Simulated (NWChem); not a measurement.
System meant: SnNH$_{2}$Br, singlet; SMILES [NH2][Sn][Br]

Here is an NWChem input.

```
start job
memory heap 200 mb stack 900 mb global 1100 mb
geometry units angstroms noautoz
  Sn     0.320425     0.919743     0.000000
  Br    -0.062311    -1.614889     0.000000
  N     -1.656454     1.345506     0.000000
  H     -2.384897     0.636336     0.000000
  H     -2.043450     2.284724     0.000000
end
basis spherical
  Sn library def2-svp
  Br library def2-svp
  N library def2-svp
  H library def2-svp
end
dft
  xc xpbe96 cpbe96
  iterations 150
  mulliken
end
task dft energy
```

End of the output:

```
             Grid Information
             ----------------
          Grid used for XC integration:  medium
          Radial quadrature: Mura-Knowles
          Angular quadrature: Lebedev.
          Tag              B.-S. Rad. Rad. Pts. Rad. Cut. Ang. Pts.
          ---              ---------- --------- --------- ---------
          Sn                  1.45      123           9.0       590
          Br                  1.15      112          11.0       590
          N                   0.65       49          10.0       434
          H                   0.35       45          11.0       434
          Grid pruning is: on
          Number of quadrature shells:   374
          Spatial weights used:  Erf1

          Convergence Information
          -----------------------
          Convergence aids based upon iterative change in
          total energy or number of iterations.
          Levelshifting, if invoked, occurs when the
          HOMO/LUMO gap drops below (HL_TOL):  1.00D-02
          DIIS, if invoked, will attempt to extrapolate
          using up to (NFOCK): 10 stored Fock matrices.

                    Damping( 0%)  Levelshifting(0.5)       DIIS
                  --------------- ------------------- ---------------
          dE  on:    start            ASAP                start
          dE off:    2 iters        150 iters           150 iters

      Screening Tolerance Information
      -------------------------------
          Density screening/tol_rho:  1.00D-10
          AO Gaussian exp screening on grid/accAOfunc:  14
          CD Gaussian exp screening on grid/accCDfunc:  20
          XC Gaussian exp screening on grid/accXCfunc:  20
          Schwarz screening/accCoul:  1.00D-08

      Superposition of Atomic Density Guess
      -------------------------------------

      charge =      50.0 Sn (Tin)

      symmetry species            s     p     d     f
      number of basis functions =10     7     6
      number of cont. functions = 4     4     2
      number of closed shells   = 5     3     2
      number of open shells     = 0     1     0
      open shell occupation     = 0     2     0
 ------------------------------------------------------------------------
 atomscf:atomd: error in atom scf                   0
 ------------------------------------------------------------------------
 ------------------------------------------------------------------------
  current input line :
    21: task dft energy
 ------------------------------------------------------------------------
 ------------------------------------------------------------------------
 This error has not yet been assigned to a category
 ------------------------------------------------------------------------
 For more information see the NWChem manual at https://nwchemgit.github.io

0:atomscf:atomd: error in atom scf:Received an Error in Communication
```

Question: What is wrong, and how is it mended?

Answer: The run crashed. Cause: the def2 basis of a heavy element holds valence functions alone and wants its effective core potential (without it all electrons must fit into that basis). This input runs:
```
start job
memory heap 200 mb stack 900 mb global 1100 mb
geometry units angstroms noautoz
  Sn     0.320425     0.919743     0.000000
  Br    -0.062311    -1.614889     0.000000
  N     -1.656454     1.345506     0.000000
  H     -2.384897     0.636336     0.000000
  H     -2.043450     2.284724     0.000000
end
basis spherical
  Sn library def2-svp
  Br library def2-svp
  N library def2-svp
  H library def2-svp
end
ecp
  Sn library def2-ecp
end
dft
  xc xpbe96 cpbe96
  iterations 150
  mulliken
end
task dft energy
```
It converges to -2843.67350 Ha (PBE/def2-SVP with def2 effective core potentials on Sn).
